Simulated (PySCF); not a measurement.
pyrrole (C4H5N), singlet, at a GFN2-xTB geometry. Base run: PySCF with M062X/def2-SV(P).

The PySCF input:
```python
from pyscf import gto, scf, dft

mol = gto.Mole()
mol.atom = '''
    H     0.023319   -0.005694    2.121335
    N     0.012260   -0.002994    1.115307
    C    -0.001043    1.107468    0.332876
    C     0.008294   -1.109239    0.326823
    C    -0.013699    0.707232   -0.974338
    C    -0.007764   -0.701991   -0.978186
    H    -0.000540    2.091539    0.758768
    H     0.017096   -2.095581    0.747335
    H    -0.025862    1.345969   -1.835154
    H    -0.014564   -1.336098   -1.842478
'''
mol.basis = 'def2-sv(p)'
mol.charge = 0
mol.spin = 0
mol.verbose = 4
mol.build()

mf = dft.RKS(mol)
mf.xc = 'm062x'
mf.kernel()
```

Variants of this job, named by their change:

```csv
change,ΔE vs base (mEh),fitting functions,dipole (D)
base,0.000,-,2.06
auxbasis = even-tempered beta=3.0,-0.580,415,2.06
auxbasis = cc-pvtz-ri,-0.229,555,2.06
auxbasis = def2-tzvp-ri,-0.098,455,2.06
auxbasis = even-tempered beta=2.0,0.012,640,2.06
auxbasis = even-tempered beta=1.6,0.006,940,2.06
auxbasis = cc-pvtz-jkfit,-0.002,545,2.06
auxbasis = def2-universal-jfit,1.739,300,2.06
only_dfj = on; auxbasis = def2-universal-jfit,-0.191,300,2.06
auxbasis = cc-pvdz-jkfit,0.142,465,2.06
```

A fitting set is made for a task (jfit for Coulomb, jkfit for Coulomb and exchange, ri for correlation) and for a family of orbital bases.
